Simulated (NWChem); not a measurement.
System: C₂H₈N cation; SMILES C[NH2+]C

Input file for NWChem:

```
start job
memory heap 200 mb stack 900 mb global 1100 mb
charge 1
geometry units angstroms noautosym nocenter noautoz
  C     -1.254101     0.000000     0.278702
  N      0.000000     0.000000    -0.523665
  C      1.254101     0.000000     0.278702
  H     -2.116698     0.000000    -0.399144
  H     -1.270490    -0.897872     0.908725
  H     -1.270490     0.897872     0.908725
  H      0.000000     0.815413    -1.150367
  H      0.000000    -0.815413    -1.150367
  H      2.116698     0.000000    -0.399144
  H      1.270490     0.897872     0.908725
  H      1.270490    -0.897872     0.908725
end
basis spherical
  * library 6-31g*
end
dft
  xc hfexch
  iterations 150
  mulliken
end
task dft energy
esp
  recalculate
  probe 0.07
  range 0.3
  factor 1.0
  spacing 0.02
end
task esp
```

The geometry was optimised at PBE0/def2-SVP.

Atomic charges in e: unrestrained fits to the electrostatic potential beside Mulliken populations; buried atoms are poorly determined by the fit.

Atoms are numbered as in the input.

**Question.** Give the results of this calculation. (Hartree-Fock/6-31G* (spherical d).) Quantities: ESP C1; Mulliken C1; ESP N2; Mulliken N2; ESP C3; Mulliken C3; relative RMS misfit of the potential (%).

**Answer.** 
```json
{
  "ESP C1": "-0.16",
  "Mulliken C1": "-0.37",
  "ESP N2": "0.10",
  "Mulliken N2": "-0.77",
  "ESP C3": "-0.15",
  "Mulliken C3": "-0.37",
  "relative RMS misfit of the potential (%)": "2"
}
```
